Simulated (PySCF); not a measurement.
C4H2Au2S3, SMILES [Au][S]c1sc(cc1)[S][Au], multiplicity 1.

The structure is a stationary point at B3LYP-D3(BJ)/def2-SVP. The spin state was assumed, not searched. The def2 effective core potentials stand for the cores of Au; spin–orbit coupling is left out. Other conformers were not sampled.

Level of theory: B3LYP-D3(BJ)/def2-SVP run with PySCF.

Frequencies are harmonic and unscaled.

```
mode  ν (cm⁻¹)  IR (km/mol)  moving atoms (share of kinetic energy)
----  --------  -----------  --------------------------------------
1           13          0.6                 Au 49 %, S 35 %, C 16 %
2           35          0.1                 S 62 %, Au 19 %, C 18 %
3           42          0.3                         Au 70 %, S 23 %
4           52          1.6                          S 59 %, C 29 %
5          132          1.1                 S 45 %, C 35 %, Au 18 %
6          181          0.7                          S 73 %, C 23 %
7          251          0.2                 C 49 %, S 37 %, Au 10 %
8          295          1.0                          S 59 %, C 33 %
9          334          1.8                          S 85 %, Au 8 %
10         367          1.2                                  S 88 %
11         375          0.0                          S 56 %, C 39 %
12         511         10.8                          C 57 %, S 36 %
13         543         22.9                   C 52 %, S 40 %, H 8 %
14         587          0.3                          C 75 %, H 24 %
15         678          1.3                          S 53 %, C 45 %
16         716         11.5                          C 73 %, S 20 %
17         822         33.3                          H 78 %, C 22 %
18         926          0.3                          H 68 %, C 32 %
19         967         17.1                          C 66 %, H 27 %
20        1006         68.7                                  C 91 %
21        1102          0.1                          H 54 %, C 44 %
22        1200         12.6                          H 70 %, C 29 %
23        1311          4.1                          C 88 %, H 12 %
24        1432          1.0                          C 89 %, H 11 %
25        1520          9.2                          C 86 %, H 13 %
26        3213          0.6                           H 92 %, C 8 %
27        3226          0.2                           H 91 %, C 9 %
```
